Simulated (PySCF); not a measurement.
Species: SnH2Me(OMe), C₂H₈OSn.
Bonds: Sn1–C4, Sn1–O8, O8–C9. Hydrogens: H2, H3 on Sn1; H5, H6, H7 on C4; H10, H11, H12 on C9.

Computed, not measured: PySCF 2.14.0, PBE0-D3(BJ)/def2-SVP geometry optimisation, gas phase, def2 core potentials past Kr.

(1) What internal coordinates does the optimisation give?

Results:

(1) 
| bond | length (bohr) |
| --- | --- |
| Sn1–H2, Sn1–H3 | 3.253 |
| Sn1–C4 | 4.034 |
| Sn1–O8 | 3.771 |
| C4–H5, C4–H6, C4–H7 | 2.076 |
| O8–C9 | 2.630 |
| C9–H10, C9–H11, C9–H12 | 2.095 |

Bonds in one row agree within 0.02 bohr and their mean is given. A selection of angles:
| angle | degrees |
| --- | --- |
| H2–Sn1–H3 | 110.7 |
| H2–Sn1–C4 | 113.9 |
| H2–Sn1–O8 | 107.0 |
| C4–Sn1–O8 | 103.1 |
| Sn1–C4–H5 | 110.6 |
| Sn1–C4–H6 | 109.1 |
| H5–C4–H6 | 109.3 |
| Sn1–O8–C9 | 121.2 |
| O8–C9–H10 | 113.4 |
| O8–C9–H11 | 109.0 |
| H10–C9–H11 | 106.8 |

Dihedral angles: C4–Sn1–O8–C9 -177° (antiperiplanar). The mirror-image conformer, all signs reversed, is as good.

O8 (oxygen bonded to C and Sn) is bent (angle 121.2°). The 4 heavy atoms lie in one plane (0.016 Å rms). Sn1 (tin bonded to C, O and 2 H) is distorted tetrahedral (angles from 103.1° to 113.9°).

Point group: near Cs, missed by 0.22 Å at most; the miss may be what the optimiser left on a soft mode. Whether it is a minimum is left open (no frequencies). The numbers are those of one conformer.
